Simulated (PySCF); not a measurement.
Structure with atom numbers: `[CH2:1]=[N:2][C:3]1=[CH:4][SiH2:5][C@H:6]2[CH2:7][C@@H:8]1[CH2:9]2`. Each H is labelled by its parent atom. Ha(C1) is cis to C3; Ha(C7), Ha(C9) are cis to C3 on the ring; Hb(C1) is trans to C3; Hb(C7), Hb(C9) are trans to C3 on the ring.

Theoretical values (PySCF): shieldings: GIAO PBE0/pcSseg-1, coordinates at the GFN2-xTB level. Single conformer, no relativistic terms, isolated molecule, averaged over atoms made equivalent by symmetry, fast rotation or ring inversion.

Problem. List the cross peaks expected in HSQC, COSY and HMBC spectra.

Solution. 

HSQC (one-bond C–H):
```csv
δH,δC
7.50 (Ha(C1)),147.6 (C1)
6.84 (Hb(C1)),147.6 (C1)
4.39 (H(C4)),90.0 (C4)
2.71 (Hb(C7)/Hb(C9)),35.8 (C7/C9)
2.60 (H(C8)),41.1 (C8)
1.85 (Ha(C7)/Ha(C9)),35.8 (C7/C9)
1.82 (H(C6)),16.5 (C6)
```

COSY cross peaks (H two or three bonds apart, from the bond graph; peaks can be absent where the dihedral angle is near 90°):
```csv
δH,δH
7.50 (Ha(C1)),6.84 (Hb(C1))
4.60 (H(Si5)),4.39 (H(C4))
4.60 (H(Si5)),1.82 (H(C6))
2.71 (Hb(C7)/Hb(C9)),2.60 (H(C8))
2.71 (Hb(C7)/Hb(C9)),1.85 (Ha(C7)/Ha(C9))
2.71 (Hb(C7)/Hb(C9)),1.82 (H(C6))
2.60 (H(C8)),1.85 (Ha(C7)/Ha(C9))
1.85 (Ha(C7)/Ha(C9)),1.82 (H(C6))
```

HMBC (two and three bonds, from the bond graph):
```csv
δH,δC
7.50 (Ha(C1)),186.9 (C3)
6.84 (Hb(C1)),186.9 (C3)
4.60 (H(Si5)),"186.9 (C3), 90.0 (C4), 35.8 (C7/C9), 16.5 (C6)"
4.39 (H(C4)),"186.9 (C3), 41.1 (C8), 16.5 (C6)"
2.71 (Hb(C7)/Hb(C9)),"186.9 (C3), 41.1 (C8), 35.8 (C7/C9), 16.5 (C6)"
2.60 (H(C8)),"186.9 (C3), 90.0 (C4), 35.8 (C7/C9), 16.5 (C6)"
1.85 (Ha(C7)/Ha(C9)),"186.9 (C3), 41.1 (C8), 35.8 (C7/C9), 16.5 (C6)"
1.82 (H(C6)),"90.0 (C4), 41.1 (C8), 35.8 (C7/C9)"
```

Scale: 1H and 13C vs TMS (reference shieldings calculated alike).

Short H···H contacts in this conformer between protons four or more bonds apart (candidates for NOE cross peaks, intensity ∝ r⁻⁶): Ha(C1)···H(C4) 2.72 Å.

Shifts are as computed. Against solution values, carbons near 30 ppm lie about +3 ppm off and those near 130 ppm about +5 ppm. Of 1211 compounds with measured shifts, 218 miss one by over three times the rms of a fit or turn the order of signals round; such compounds aren't used in these exercises.
